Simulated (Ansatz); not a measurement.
```xyz
2

N     0.0000    0.0000    0.0000
Li    0.0000    0.0000    5.5720
```

Basis set: pcseg-2 (spherical functions). Charge 0, multiplicity 1.

Computed with Ansatz (development build ahead of 0.2.0); each method stands on the lowest determinant of its kind that the runs found.

The atomization energy at this shape (free ground-state atoms in the same class of orbitals less the molecule, no zero-point energy) of singlet LiN in separate pieces:

| method | atomization energy |
| --- | --- |
| UHF | -151.6 kJ/mol |
| RHF | -663.1 kJ/mol |

**Question.** What does PBE (unrestricted) give?

**Answer.** -81.9 kJ/mol. Caution: another spin multiplicity may lie lower; the shape is not the minimum. Caution for PBE (unrestricted): charge can spread falsely over distant fragments. Caution for PBE (unrestricted), UHF: the unrestricted determinant is a mixture of spin states. Caution for UHF, RHF: the molecule lies well above its atoms at this level. Caution for RHF: an unrestricted determinant lies well below.
